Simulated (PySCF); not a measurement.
# NMR parameters from quadrupole coupling constants

GeH₄S.
Structure used (PBE0-D3(BJ)/def2-SVP), in Å, numbered top down from 1:
```
atom  x, y, z in Å
S1     1.441   -1.030   -0.358
Ge2   -0.579   -0.120   -0.094
H3     2.104    0.042    0.128
H4    -0.840    0.199    1.389
H5    -1.559   -1.189   -0.593
H6    -0.713    1.164   -0.932
```

Computed at PBE0/pcSseg-1 (PySCF, non-relativistic):

```csv
atom,environment,nucleus,spin I,Q (b),CQ = χzz (MHz),η
S1,sulfur bonded to Ge and H,33S,3/2,-0.0678,38.734,0.544
Ge2,germanium bonded to S and 3 H,73Ge,9/2,-0.196,-58.361,0.036
```

Problem. Work back to Vxx, Vyy and Vzz; CQ/MHz = 234.96 (Q/b)(Vzz/au).

Solution. Vxx = −Vzz(1 − η)/2 and Vyy = −Vzz(1 + η)/2, in au:

| atom | Vxx (au) | Vyy (au) | Vzz (au) | Vzz (10²¹ V/m²) |
| --- | --- | --- | --- | --- |
| S1 | 0.555 | 1.877 | -2.431 | -23.63 |
| Ge2 | -0.611 | -0.656 | 1.267 | 12.31 |

Problem. PQ = |CQ|√(1 + η²/3), νQ = 3|CQ|/[2I(2I − 1)], ν0 = |g|·7.62259 MHz/T·B with g(33S) = 0.42921, g(73Ge) = −0.19544: values at 28.2 T?

Solution. 
```csv
atom,PQ (MHz),νQ (MHz),ν0 (MHz),νQ/ν0
S1,40.60,19.37,92.26,0.210
Ge2,58.37,2.432,42.01,0.058
```

For S1: PQ = 38.73 × 1.0481, νQ = 38.73 × 0.5000, ν0 = 3.2717 MHz/T × 28.2 T.

Problem. Second-order quadrupolar shift of the central transition's centre of gravity (half-integer spins, νQ < ν0/10) at 28.2 and 35.2 T.

Solution. From −(3/40)(PQ/ν0)²[I(I + 1) − 3/4]/[I(2I − 1)]², which goes as 1/B² (ppm):

```
       site  28.2 T  35.2 T
73Ge at Ge2   -2680   -1720
```

Geometry: PBE0-D3(BJ)/def2-SVP; no solvent, vibrations or thermal averaging. The calculation is non-relativistic, for germanium too. The basis is small and wasn't made for field gradients, so the couplings can be 20 % off.

The run behind these numbers computed NMR shieldings as well. The run took 4.0 s on one thread of an Arm Neoverse V1, shared host.
